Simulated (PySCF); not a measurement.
Sb¹⁹⁺ (antimony, charge +19) across methods

[Ar] 3d10 4s2 4p2, high-spin 3P determinant. All numbers are calculated (PySCF 2.14, scalar relativity by spin-free X2C-1e, in an even-tempered Gaussian basis (20 s from 0.95 bohr⁻², ratio 2.5; 14 p from 1.2 bohr⁻², ratio 2.5; 9 d from 2.2 bohr⁻², ratio 2.5; 5 f from 7.8 bohr⁻², ratio 2.7; 4 g from 12 bohr⁻², ratio 2.7)).

```tsv
method	E (hartree)	mean ε 4s α (eV)	mean ε 4s β (eV)	mean ε 4p α (eV)	Σ⟨r²⟩ (bohr²)	⟨S²⟩
LDA	-6324.90	-586.46	-581.29	-532.52	4.465	2.000
PBE	-6330.83	-586.45	-580.57	-532.55	4.465	2.000
r2SCAN	-6331.22	-588.33	-580.30	-533.70	4.467	2.001
UHF	-6329.39976	-605.91	-590.33	-546.91	4.473	2.003
PBE0	-6330.90	-591.63	-583.45	-536.45	4.466	2.001
```

Spin-orbit coupling is strong in this species (close to jj coupling), so the high-spin LS determinant is a model state, not a physical level.
